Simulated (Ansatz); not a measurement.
`CC(=S)[O][GeH3]`. The species carries charge 0 and has multiplicity 1.

Z-matrix (Å, degrees):
```
C
C 1 1.498
H 1 1.086 2 110.7
H 1 1.096 2 110.3 3 120.7
H 1 1.096 2 110.3 3 -120.7
S 2 1.626 1 123.3 3 0.0
O 2 1.326 1 116.3 3 -180.0
Ge 7 1.813 2 127.9 1 0.1
H 8 1.527 7 101.9 2 -180.0
H 8 1.534 7 108.5 2 -60.7
H 8 1.534 7 108.5 2 60.8
```

Task: List the harmonic frequencies (cm⁻¹, unscaled) at PBE0-D4/def2-TZVP in Ansatz. (Estimate.)

Result: Ansatz gave: 50, 115, 165, 172, 298, 400, 525, 605, 621, 679, 804, 847, 868, 872, 1017, 1022, 1256, 1331, 1386, 1466, 1475, 2171, 2179, 2218, 3034, 3095, 3191.

Task: Is this a minimum?

Result: Yes, all 27 modes are real.

Task: Give the ideal-gas thermochemistry at 298.15 K and 1 bar (rigid rotor, harmonic oscillator; point group Cs, symmetry number 1).

Result: Zero-point energy 190.6 kJ/mol; H(298) − E = 212.3 kJ/mol; entropy 364.6 J/(mol·K), of which translation 171.4, rotation 117.7, vibration 75.5; G(298) − E = 103.6 kJ/mol. Modes under 100 cm⁻¹ are hindered rotations or soft bends, so the harmonic entropy is rough.
